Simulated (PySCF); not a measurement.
Job file and geometry (Å, from GFN2-xTB) of an NMR shielding run on `C=C(CO)B(C)P`, C4H10BOP, GIAO PBE0/pcSseg-1 NMR shielding, non-relativistic, gas phase in PySCF 2.14.0, density-fitted response routines; density fitting, a coarse starting grid and PySCF grid level 2 are the driver's defaults:

```
$ OMP_NUM_THREADS=1 python probes_run.py task.json out

{"job": {"kind": "nmr", "xc": "PBE0", "basis": "pcSseg-1"}, "charge": 0, "multiplicity": 1}
C      0.265042    -1.416830    -1.264589
C      0.459267    -0.366496    -0.468361
C      1.863488    -0.010314    -0.033164
O      1.847594     0.314458     1.341689
B     -0.698794     0.509751     0.099491
C     -1.950429     0.887750    -0.785262
P     -0.513721     1.233314     1.825314
H      1.071828    -2.054256    -1.594289
H     -0.720255    -1.685253    -1.604772
H      2.196912     0.853290    -0.628486
H      2.556439    -0.844456    -0.216925
H      2.647798     0.790527     1.581125
H     -2.760507     0.188040    -0.573743
H     -2.337700     1.877823    -0.547511
H     -1.763780     0.840897    -1.856064
H     -0.306125     0.095150     2.570034
H     -1.864056     1.344868     2.145602
```

**Question.** Write the output of this run.

**Answer.** 
```
coarse grid: 14344 points
cycle   1  E = -599.2064764542  dE =  7.287e-01  |g| = 6.690e-01  |ddm| = 3.588e+00
cycle   2  E = -599.1417889822  dE =  6.469e-02  |g| = 8.967e-01  |ddm| = 1.356e+00
cycle   3  E = -599.2992670087  dE = -1.575e-01  |g| = 9.670e-02  |ddm| = 8.571e-01
cycle   4  E = -599.3009627137  dE = -1.696e-03  |g| = 3.881e-02  |ddm| = 1.063e-01
cycle   5  E = -599.3012853429  dE = -3.226e-04  |g| = 1.437e-02  |ddm| = 4.059e-02
cycle   6  E = -599.3013372352  dE = -5.189e-05  |g| = 3.826e-03  |ddm| = 1.568e-02
cycle   7  E = -599.3013404646  dE = -3.229e-06  |g| = 9.483e-04  |ddm| = 4.069e-03
final grid: 132896 points
cycle   8  E = -599.3515770109  dE = -3.483e-05  |g| = 1.025e-02  |ddm| = 3.229e-02
cycle   9  E = -599.3515586304  dE =  1.838e-05  |g| = 1.363e-02  |ddm| = 2.143e-02
cycle  10  E = -599.3516018785  dE = -4.325e-05  |g| = 1.197e-03  |ddm| = 1.304e-02
cycle  11  E = -599.3516021787  dE = -3.002e-07  |g| = 2.328e-04  |ddm| = 1.097e-03
cycle  12  E = -599.3516021888  dE = -1.014e-08  |g| = 1.254e-04  |ddm| = 3.466e-04
cycle  13  E = -599.3516021929  dE = -4.017e-09  |g| = 3.077e-05  |ddm| = 1.357e-04
cycle  14  E = -599.3516021931  dE = -2.219e-10  |g| = 8.099e-06  |ddm| = 4.007e-05
converged SCF energy = -599.3516021931

GIAO shielding tensors (ppm)
atom      isotropic    diamagn.    paramagn.     s11        s22        s33       span
  0 C       60.161     253.804    -193.643    -39.907     60.850    159.539    199.446
  1 C       20.524     259.994    -239.470    -97.663      1.536    157.699    255.362
  2 C      114.986     243.033    -128.047     88.793    108.146    148.020     59.227
  3 O      288.229     390.296    -102.068    252.237    254.156    358.293    106.056
  4 B       13.412     191.128    -177.716    -73.309    -10.605    124.151    197.461
  5 C      171.980     251.991     -80.011    153.602    173.712    188.626     35.023
  6 P      507.220     967.305    -460.085    433.072    493.395    595.193    162.121
  7 H       25.953      31.141      -5.188     23.045     25.544     29.271      6.227
  8 H       26.117      32.472      -6.355     22.267     26.071     30.014      7.747
  9 H       27.139      29.656      -2.517     23.169     26.722     31.525      8.356
 10 H       26.982      29.831      -2.849     22.415     26.818     31.714      9.300
 11 H       30.876      31.105      -0.229     21.537     27.468     43.623     22.087
 12 H       30.529      30.228       0.301     26.752     28.692     36.143      9.391
 13 H       30.178      29.990       0.188     26.045     30.070     34.418      8.373
 14 H       30.489      31.472      -0.982     26.371     29.327     35.770      9.399
 15 H       28.730      30.407      -1.678     23.199     28.335     34.656     11.457
 16 H       29.359      30.731      -1.372     24.174     27.388     36.515     12.341
```

Size and cost of the density-fitted run: 176 basis functions, 20 s wall time on 1 thread of an Arm Neoverse V2, shared host; peak memory 0.74 GiB.
